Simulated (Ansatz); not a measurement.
C2H7NOSn, SMILES `C=[N][SnH]([CH3])[OH]`, relaxed with RKS PBE-D4/def2-SVP in Ansatz from a rough embedded geometry. The force threshold is 0.03 eV/Å; the program also tests the step.

The species carries charge 0 and has multiplicity 1. Sn takes the def2 core potential.

Start:

```xyz
12

C     1.054    1.940    0.081
N    -0.132    1.764    0.359
Sn   -0.834   -0.132    0.576
C    -0.548   -1.286   -1.167
O     0.177   -1.055    2.045
H     1.461    2.999   -0.082
H     1.787    1.137   -0.085
H    -2.510   -0.122    1.048
H    -1.128   -0.704   -1.997
H     0.504   -1.248   -1.459
H    -0.953   -2.250   -1.080
H     1.122   -1.043    1.762
```

(1) How much energy does the relaxation release, and in how many steps? (Best estimate.)

(2) Which bonds change most? (Best estimate.)

(3) Give the relaxed structure. (Estimate.)

## Answers

(1) The calculation gave: 10.90 kcal/mol, in 22 steps, 4 of them rejected.

(2) The calculation gave: N2–Sn3 from 2.033 to 2.110 Å; C4–H9 from 1.168 to 1.107 Å; C4–H11 from 1.049 to 1.106 Å; Sn3–C4 from 2.109 to 2.164 Å.

(3) Computed: 
```xyz
12

C     1.079    2.137    0.351
N     0.050    1.707   -0.269
Sn   -0.730   -0.144    0.377
C    -0.764   -1.472   -1.331
O     0.488   -0.809    1.856
H     1.534    3.112    0.046
H     1.594    1.622    1.203
H    -2.241    0.104    1.176
H    -1.374   -1.005   -2.129
H     0.265   -1.625   -1.706
H    -1.207   -2.445   -1.048
H     1.307   -1.181    1.476
```
